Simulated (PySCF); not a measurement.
PySCF input for C₂H₈ClNSi₂, SMILES C[Si@H](Cl)/C=N/[SiH3], PBE-D3(BJ)/def2-SVP. Coordinates come from a PBE-D3(BJ)/def2-SVP optimisation. The structure was generated by enumeration; whether it is a known compound was not checked. The values are those of a single conformer.

```python
import numpy as np
from pyscf import gto, scf, dft, df
from pyscf.hessian import thermo

mol = gto.M(
    atom='''
    C     1.49944913   -0.42986083   -1.74588368
    Si    1.05150942    0.64057436   -0.27720029
    Cl    2.45826468    0.45084896    1.26380320
    C    -0.64856419    0.09533201    0.40642852
    N    -1.53724363   -0.23927193   -0.45574771
    Si   -3.19474625   -0.74978104   -0.07891266
    H     0.62333863   -0.45526846   -2.42582912
    H     2.37873556   -0.03635570   -2.29175786
    H     1.71567028   -1.46543301   -1.41659993
    H     0.98113879    2.09831876   -0.63949790
    H    -0.83394311    0.09250477    1.51780934
    H    -3.48092661   -0.77259712    1.40673911
    H    -4.12672485    0.20698170   -0.76479438
    H    -3.38707706   -2.12161342   -0.65817730
    ''',
    basis='def2-SVP',
    charge=0,
    spin=0,
    max_memory=1600,
    verbose=3,
)
mf = dft.RKS(mol, xc='pbe').density_fit(auxbasis='def2-universal-jkfit')
mf.disp = 'd3bj'
mf.grids.level = 3
mf.conv_tol = 1e-11
mf.max_cycle = 100
mf.kernel()

# [left out here: the lines that compute and print the analytic Hessian (its translational invariance restored by hand, since the grid's response is missing), thermochemistry and intensities]
```

Output:

```
[...]
Normal mode                   x     y     z       x     y     z       x     y     z
       0   C                 0.01 -0.08  0.07   -0.00 -0.01  0.00    0.00  0.00 -0.01
       1  Si                 0.00  0.02 -0.06   -0.00  0.01  0.00   -0.01  0.01  0.01
       2  Cl                 0.00  0.00  0.00   -0.00 -0.00 -0.00    0.00 -0.00 -0.00
       3   C                -0.01 -0.02  0.03    0.03 -0.09  0.00    0.04 -0.10  0.00
       4   N                 0.00  0.01 -0.01   -0.01  0.04 -0.00   -0.02  0.05  0.00
       5  Si                 0.01 -0.00  0.00   -0.03 -0.02 -0.01    0.01 -0.00  0.02
       6   H                -0.03  0.24  0.09    0.01  0.00 -0.02    0.00 -0.02 -0.01
       7   H                -0.10  0.26  0.12   -0.01  0.02  0.01    0.00 -0.03 -0.04
       8   H                 0.08 -0.19 -0.37    0.01 -0.01 -0.03   -0.01 -0.00 -0.00
       9   H                -0.00  0.17  0.60    0.10  0.01 -0.04    0.19 -0.01 -0.13
      10   H                -0.08  0.07  0.01   -0.16  0.42 -0.02   -0.15  0.52 -0.03
      11   H                -0.05 -0.01 -0.01    0.12  0.02  0.02    0.12 -0.04  0.03
      12   H                -0.03 -0.04 -0.01    0.32  0.45  0.18   -0.01 -0.28 -0.36
      13   H                -0.07  0.02 -0.02    0.39 -0.18  0.25   -0.33  0.16 -0.27
Mode                                21                  22                  23
Irrep
Freq [cm^-1]                      904.4429            911.2217           1207.6689
Reduced mass [au]                   1.0471              1.1238              1.2639
Force const [Dyne/A]                0.5047              0.5498              1.0860
Char temp [K]                    1301.2919           1311.0452           1737.5667
Normal mode                   x     y     z       x     y     z       x     y     z
       0   C                 0.00  0.00 -0.00   -0.01 -0.01  0.00   -0.03  0.07  0.11
       1  Si                -0.00  0.00  0.00    0.01 -0.00 -0.01    0.00 -0.00 -0.01
       2  Cl                 0.00 -0.00 -0.00   -0.00 -0.00 -0.00    0.00  0.00  0.00
       3   C                 0.01 -0.02  0.00   -0.01  0.04 -0.00   -0.01  0.00  0.00
       4   N                -0.00  0.01  0.00    0.01 -0.01  0.00    0.00 -0.00 -0.00
       5  Si                 0.01 -0.03  0.00   -0.05 -0.01  0.02   -0.00 -0.00  0.00
       6   H                 0.00 -0.00 -0.00    0.01  0.01 -0.02    0.30 -0.30 -0.31
       7   H                 0.00 -0.01 -0.01   -0.00  0.04  0.05   -0.09 -0.36 -0.33
       8   H                -0.00  0.00  0.00    0.02 -0.00 -0.01    0.05 -0.11 -0.48
       9   H                 0.03 -0.00 -0.02   -0.13  0.01  0.07   -0.02 -0.01  0.02
      10   H                -0.03  0.09 -0.01    0.05 -0.17  0.01    0.04 -0.00  0.01
      11   H                -0.23  0.70 -0.03    0.49  0.20  0.12    0.00  0.00  0.00
      12   H                -0.21  0.05  0.39    0.30  0.04 -0.37    0.00  0.00 -0.00
      13   H                 0.11  0.14 -0.41    0.33  0.12 -0.42    0.00 -0.00 -0.00
Mode                                24                  25                  26
Irrep
Freq [cm^-1]                     1281.6483           1371.6388           1379.1047
Reduced mass [au]                   1.2243              1.0485              1.0478
Force const [Dyne/A]                1.1849              1.1623              1.1742
Char temp [K]                    1844.0065           1973.4829           1984.2246
Normal mode                   x     y     z       x     y     z       x     y     z
       0   C                -0.01 -0.01 -0.00   -0.01  0.05 -0.03   -0.06 -0.02  0.00
       1  Si                 0.01  0.00  0.00   -0.00  0.00 -0.00   -0.01 -0.00 -0.00
       2  Cl                -0.00  0.00 -0.00   -0.00 -0.00 -0.00    0.00  0.00 -0.00
       3   C                -0.08 -0.03  0.05   -0.00 -0.00  0.00    0.00  0.00 -0.00
       4   N                -0.01 -0.01 -0.07   -0.00  0.00 -0.00    0.00  0.00  0.00
       5  Si                 0.01  0.00 -0.00    0.00  0.00  0.00   -0.00  0.00  0.00
       6   H                -0.01  0.03 -0.00   -0.32 -0.34  0.38   -0.02  0.51 -0.05
       7   H                 0.00  0.01  0.02    0.41 -0.27  0.44    0.12 -0.43 -0.04
       8   H                 0.03  0.01  0.03    0.12 -0.05 -0.37    0.67  0.16  0.08
       9   H                -0.03  0.01 -0.01   -0.01  0.01  0.01    0.03 -0.00 -0.00
      10   H                 0.81  0.29  0.22    0.01  0.00  0.00   -0.03 -0.01 -0.01
      11   H                 0.01  0.00 -0.02   -0.00 -0.00 -0.00   -0.00 -0.00  0.00
      12   H                 0.01  0.01 -0.00   -0.00 -0.00  0.00   -0.00 -0.00 -0.00
      13   H                 0.01 -0.00 -0.00   -0.00 -0.00  0.00   -0.00  0.00  0.00
Mode                                27                  28                  29
Irrep
Freq [cm^-1]                     1655.6418           2115.6285           2161.5783
Reduced mass [au]                  10.9774              1.0368              1.0418
Force const [Dyne/A]               17.7289              2.7342              2.8679
Char temp [K]                    2382.1000           3043.9184           3110.0298
Normal mode                   x     y     z       x     y     z       x     y     z
       0   C                -0.00 -0.00  0.00    0.00  0.00 -0.00   -0.00  0.00  0.00
       1  Si                 0.00  0.00 -0.00   -0.00  0.00 -0.00    0.00 -0.03  0.01
       2  Cl                 0.00  0.00 -0.00    0.00  0.00  0.00    0.00  0.00  0.00
       3   C                -0.16 -0.06 -0.12   -0.00 -0.00  0.00    0.00  0.00  0.00
       4   N                 0.14  0.05  0.11    0.00  0.00 -0.00   -0.00 -0.00 -0.00
       5  Si                -0.01 -0.00  0.00    0.01  0.00 -0.03   -0.00  0.00 -0.00
       6   H                -0.00 -0.00  0.00   -0.00  0.00  0.00    0.00 -0.00 -0.00
       7   H                 0.00  0.01  0.01    0.00 -0.00  0.00   -0.00 -0.00  0.00
       8   H                -0.00 -0.00  0.00   -0.00  0.00  0.00    0.00 -0.01 -0.00
       9   H                -0.01  0.01  0.00    0.00 -0.01  0.00   -0.04  0.95 -0.23
      10   H                 0.07  0.02 -0.08    0.01  0.00 -0.00   -0.01 -0.01 -0.01
      11   H                -0.01 -0.00 -0.00   -0.18 -0.01  0.96   -0.00 -0.00  0.02
      12   H                -0.01 -0.02  0.01   -0.05  0.05 -0.04    0.02 -0.02  0.01
      13   H                -0.02  0.01  0.01   -0.01 -0.07 -0.04   -0.00  0.01  0.00
Mode                                30                  31                  32
Irrep
Freq [cm^-1]                     2182.4109           2184.6414           2823.8576
Reduced mass [au]                   1.0331              1.0515              1.0862
Force const [Dyne/A]                2.8991              2.9567              5.1031
Char temp [K]                    3140.0034           3143.2126           4062.9024
Normal mode                   x     y     z       x     y     z       x     y     z
       0   C                -0.00 -0.00  0.00   -0.00 -0.00 -0.00   -0.00  0.00 -0.00
       1  Si                 0.00  0.00 -0.00   -0.00  0.00 -0.00   -0.00 -0.00 -0.00
       2  Cl                -0.00 -0.00 -0.00    0.00 -0.00 -0.00    0.00  0.00  0.00
       3   C                 0.00  0.00  0.00    0.00  0.00  0.00    0.01  0.00 -0.08
       4   N                -0.00 -0.00 -0.00   -0.00  0.00 -0.00    0.00  0.00 -0.00
       5  Si                -0.02 -0.01 -0.02   -0.01  0.04 -0.00    0.00  0.00  0.00
       6   H                 0.00 -0.00 -0.00    0.00  0.00 -0.00    0.00  0.00  0.00
       7   H                -0.00  0.00  0.00    0.00 -0.00 -0.00   -0.00 -0.00 -0.00
       8   H                -0.00 -0.00 -0.00    0.00  0.00  0.00   -0.00  0.00 -0.00
       9   H                -0.00 -0.02  0.01    0.00 -0.02  0.00    0.00  0.00 -0.00
      10   H                 0.00  0.00  0.00   -0.00  0.00  0.00   -0.17 -0.01  0.94
      11   H                -0.02 -0.00  0.09   -0.01  0.01  0.00   -0.01 -0.00  0.01
      12   H                 0.41 -0.43  0.29    0.45 -0.45  0.34   -0.00  0.00  0.00
      13   H                 0.09  0.66  0.27   -0.09 -0.60 -0.26   -0.00 -0.00  0.00
Mode                                33                  34                  35
Irrep
Freq [cm^-1]                     2981.9172           3086.5070           3097.3052
Reduced mass [au]                   1.0343              1.1022              1.1038
Force const [Dyne/A]                5.4185              6.1868              6.2389
Char temp [K]                    4290.3149           4440.7964           4456.3326
Normal mode                   x     y     z       x     y     z       x     y     z
       0   C                 0.00 -0.03 -0.04   -0.06  0.04 -0.04   -0.06 -0.06  0.03
       1  Si                -0.00  0.00  0.00   -0.00  0.00 -0.00   -0.00 -0.00  0.00
       2  Cl                -0.00 -0.00 -0.00    0.00 -0.00  0.00    0.00  0.00  0.00
       3   C                -0.00 -0.00 -0.00   -0.00 -0.00 -0.00   -0.00 -0.00 -0.00
       4   N                -0.00  0.00  0.00   -0.00 -0.00  0.00    0.00  0.00  0.00
       5  Si                 0.00 -0.00  0.00    0.00  0.00  0.00    0.00 -0.00 -0.00
       6   H                 0.49  0.01  0.37    0.54  0.03  0.43    0.19 -0.00  0.16
       7   H                -0.42 -0.20  0.25    0.11  0.06 -0.08    0.62  0.28 -0.39
       8   H                -0.11  0.51 -0.18    0.12 -0.59  0.18   -0.10  0.43 -0.14
       9   H                 0.00 -0.00 -0.00    0.00 -0.00 -0.00    0.00  0.00 -0.00
      10   H                 0.00  0.00 -0.00    0.00  0.00 -0.00    0.00  0.00 -0.00
      11   H                -0.00 -0.00  0.00   -0.00 -0.00  0.00   -0.00 -0.00  0.00
      12   H                -0.00  0.00 -0.00   -0.00  0.00 -0.00   -0.00  0.00 -0.00
      13   H                 0.00  0.00 -0.00   -0.00 -0.00 -0.00   -0.00  0.00  0.00
temperature 298.1500 [K]
pressure 101325.00 [Pa]
Rotational constants [GHz] 3.85680 0.71589 0.63440
Symmetry number 1
Zero-point energy (ZPE) 0.09005 [Eh]   236413.947 [J/mol]
                           tot       elec      trans        rot        vib
Entropy [J/mol/K]       421.169      0.000    170.171    123.832    127.166
Cv [J/mol/K]            141.992      0.000     12.472     12.472    117.049
Cp [J/mol/K]            150.306      0.000     20.786     12.472    117.049
Internal energy [J/mol]                      3718.434   3718.434 255450.091
Internal energy [Eh]   -1173.82001  -1173.92013
Enthalpy [J/mol]                             6197.391   3718.434 255450.091
Enthalpy [Eh]          -1173.81906
Gibbs free energy [J/mol]                  -44539.104 -33202.043 217535.626
Gibbs free energy [Eh] -1173.86689
mode   freq/cm-1   IR/(km/mol)
   1       32.24         3.029
   2       74.34         2.212
   3      103.99         0.342
   4      133.56         0.075
   5      155.11         1.684
   6      177.60         1.959
   7      196.20         5.787
   8      237.57         0.545
   9      288.82         5.161
  10      510.11        69.037
  11      609.99        13.018
  12      631.52        16.141
  13      666.50        47.912
  14      696.29        70.360
  15      711.02        48.717
  16      723.09        42.375
  17      764.28        10.449
  18      809.46       310.691
  19      862.66        82.680
  20      895.46       130.619
  21      900.28        40.488
  22      904.44        38.822
  23      911.22       169.969
  24     1207.67        23.747
  25     1281.65        13.538
  26     1371.64         6.071
  27     1379.10         1.858
  28     1655.64        94.351
  29     2115.63       130.674
  30     2161.58        96.462
  31     2182.41        74.758
  32     2184.64        95.201
  33     2823.86        57.508
  34     2981.92         0.429
  35     3086.51         0.289
  36     3097.31         0.613
max |gradient| / (hartree/bohr): 3.5997893431027424e-05
APT charges: [-0.3927  1.409  -0.5553  0.1341 -0.8211  1.2291  0.0512  0.0363  0.0354
 -0.2897 -0.0506 -0.2953 -0.2448 -0.2457]
```

The run converged.
